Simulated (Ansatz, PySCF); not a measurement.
Here is a job for PySCF.
```python
from pyscf import gto, scf, dft

mol = gto.Mole()
mol.atom = '''
    In    0.01029216    0.25808808    0.06989038
    C     1.73797640    0.84692082   -1.26039157
    H     2.61736320    0.31016744   -0.90906612
    H     1.88244548    1.92293075   -1.18576466
    H     1.47689291    0.55587623   -2.27634374
    C    -1.69717134    0.22996896    1.54824413
    H    -2.56637048   -0.17166069    1.03031352
    H    -1.87885657    1.24785044    1.88771495
    H    -1.40043788   -0.41034404    2.37695452
    N    -0.08325956   -2.14434856   -0.57701847
    H    -0.74633417   -2.31444460   -1.33208764
    H    -0.36877472   -2.74357612    0.19645205
    H     0.81774317   -2.49401433   -0.90078781
'''
mol.basis = 'sto-3g'
mol.charge = 1
mol.verbose = 4
mol.build()

mf = dft.RKS(mol)
mf.xc = 'r2scan'
mf.grids.atom_grid = (99, 590)
mf.grids.prune = None
mf.kernel()
```

### Question
Give the equivalent Ansatz (a quantum-chemistry and plane-wave program) input.

### Answer
Several could match; the one computed here: 
Ansatz 0.2 input:
```yaml
crystal:
  periodic: [false, false, false]
  atoms:
    - {symbol: In, position_ang: [0.01029216, 0.25808808, 0.06989038]}
    - {symbol: C, position_ang: [1.73797640, 0.84692082, -1.26039157]}
    - {symbol: H, position_ang: [2.61736320, 0.31016744, -0.90906612]}
    - {symbol: H, position_ang: [1.88244548, 1.92293075, -1.18576466]}
    - {symbol: H, position_ang: [1.47689291, 0.55587623, -2.27634374]}
    - {symbol: C, position_ang: [-1.69717134, 0.22996896, 1.54824413]}
    - {symbol: H, position_ang: [-2.56637048, -0.17166069, 1.03031352]}
    - {symbol: H, position_ang: [-1.87885657, 1.24785044, 1.88771495]}
    - {symbol: H, position_ang: [-1.40043788, -0.41034404, 2.37695452]}
    - {symbol: N, position_ang: [-0.08325956, -2.14434856, -0.57701847]}
    - {symbol: H, position_ang: [-0.74633417, -2.31444460, -1.33208764]}
    - {symbol: H, position_ang: [-0.36877472, -2.74357612, 0.19645205]}
    - {symbol: H, position_ang: [0.81774317, -2.49401433, -0.90078781]}
basis:
  gaussian:
    orbitals: STO-3G
hamiltonian:
  xc: r2scan
total_charge: 1
accuracy: high
```

Both were run: PySCF gave -5819.547589 Eh and Ansatz -5819.548333 Eh, 0.745 mEh apart.
